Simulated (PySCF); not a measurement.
**Field gradients at the hydrogen positions**

Compound: C7H8ClFO.
Geometry (GFN2-xTB, Å), atoms numbered from 1 in this order:
```
atom  x, y, z in Å
C1     3.2587   -0.3506   -0.2948
C2     2.1559    0.3633   -0.0839
C3     0.8697   -0.1953    0.2777
Cl4    0.9163   -1.8272    0.8418
C5    -0.3300    0.4370    0.2748
C6    -1.5928   -0.2081    0.7830
C7    -2.2906   -0.9883   -0.3339
C8    -0.5555    1.7783   -0.2525
O9    -1.4549    2.5155   -0.0178
F10    0.3802    2.1844   -1.1708
H11    4.1856    0.1283   -0.5564
H12    3.2719   -1.4255   -0.2264
H13    2.1941    1.4372   -0.1792
H14   -1.3630   -0.8795    1.6108
H15   -2.2594    0.5779    1.1408
H16   -3.2016   -1.4433    0.0447
H17   -1.6423   -1.7739   -0.7149
H18   -2.5509   -0.3239   -1.1546
```

Level: PBE0/pcSseg-1 (PySCF, non-relativistic); Q(2H) = 0.00286 b; rigid geometry, the same for H and D, with no vibrational averaging.

Question: Rank these positions by the coupling χzz of a deuteron there, largest first.
A. H13 (vinylic hydrogen)
B. H14 (methylene hydrogen)
C. H12 (vinylic hydrogen)
D. H11 (vinylic hydrogen)
E. H17 (methyl hydrogen)

Answer: D (226 kHz), C (221 kHz), A (216 kHz), E (210 kHz), B (202 kHz).

Tabulate Vzz, the asymmetry η and χzz = 234.96 MHz × Q × Vzz for every hydrogen position.

```csv
atom,bonded to,bond length (Å),Vzz (au),η,χzz (kHz)
H11,C1,1.076,0.3363,0.04,226
H12,C1,1.077,0.3295,0.04,221
H13,C2,1.079,0.3208,0.09,216
H14,C6,1.090,0.3011,0.04,202
H15,C6,1.091,0.2964,0.04,199
H16,C7,1.086,0.3173,0.02,213
H17,C7,1.087,0.3124,0.03,210
H18,C7,1.088,0.3130,0.03,210
```

How does χzz go with the bond length over the 8 C–H bonds?

A straight-line fit has a slope of -13.8 kHz for each 0.01 Å, with a correlation coefficient of -0.94, over lengths from 1.076 to 1.091 Å. The longer bonds have the smaller couplings here.

Give the 2H NMR doublet splittings at H14 for a magnetic field along the z, y and x axes of the gradient: 3χ/2, 3χ(1 + η)/4, 3χ(1 − η)/4.

With |χ| = 202.3 kHz and η = 0.041: 303, 158 and 146 kHz, to first order and without motion.

One conformer (not necessarily the lowest) at the GFN2-xTB geometry, without solvent, vibrations or thermal averaging. GFN2-xTB bond lengths can be off by several hundredths of an ångström, more for odd bonds, and the gradients follow them. These gradients aren't converged with respect to the basis.
